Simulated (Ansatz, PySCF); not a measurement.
This Ansatz (an electronic-structure program) input computes a CCSD(T)/cc-pVDZ energy:

Ansatz 0.2 input:
```yaml
crystal:
  periodic: [false, false, false]
  atoms:
    - {symbol: B, position_ang: [0.00356805, -0.03128042, 0.05613467]}
    - {symbol: F, position_ang: [0.09003512, -0.68667699, 1.22448895]}
    - {symbol: C, position_ang: [1.33319326, 0.50484050, -0.57082482]}
    - {symbol: C, position_ang: [-1.41783878, 0.13811077, -0.57550430]}
    - {symbol: H, position_ang: [1.18453455, 1.39845320, -1.17983030]}
    - {symbol: H, position_ang: [1.72468279, -0.26581203, -1.24763705]}
    - {symbol: H, position_ang: [2.10785529, 0.69567817, 0.17366349]}
    - {symbol: H, position_ang: [-1.81631955, 1.11152724, -0.26112406]}
    - {symbol: H, position_ang: [-2.12737098, -0.62036928, -0.24132119]}
    - {symbol: H, position_ang: [-1.39366537, 0.15931013, -1.66685010]}
basis:
  gaussian:
    orbitals: cc-pVDZ
magnetization: {spin_polarized: false}
correlation: {method: ccsd_t, electrons: outside_noble_gas}
```

Question: Write an input for the same energy in PySCF and say what it gives.

Answer: 
```python
from pyscf import gto, scf, mp, cc as ccmod

mol = gto.M(
    atom='''
    B     0.00356805   -0.03128042    0.05613467
    F     0.09003512   -0.68667699    1.22448895
    C     1.33319326    0.50484050   -0.57082482
    C    -1.41783878    0.13811077   -0.57550430
    H     1.18453455    1.39845320   -1.17983030
    H     1.72468279   -0.26581203   -1.24763705
    H     2.10785529    0.69567817    0.17366349
    H    -1.81631955    1.11152724   -0.26112406
    H    -2.12737098   -0.62036928   -0.24132119
    H    -1.39366537    0.15931013   -1.66685010
    ''',
    basis='cc-pvdz',
    charge=0,
    spin=0,
    verbose=4,
)

mf = scf.RHF(mol)
mf.conv_tol = 1e-10
mf.max_cycle = 100
mf.kernel()
mp2 = mp.MP2(mf, frozen=4).run()
cc = ccmod.CCSD(mf, frozen=4)
cc.max_cycle = 100
cc.kernel()
et = cc.ccsd_t()
print(f'E(CCSD(T)) = {cc.e_tot + et:.9f}')
```
It gives -204.05850 Eh, and Ansatz -204.05850 Eh, a difference of 0.00 mEh.
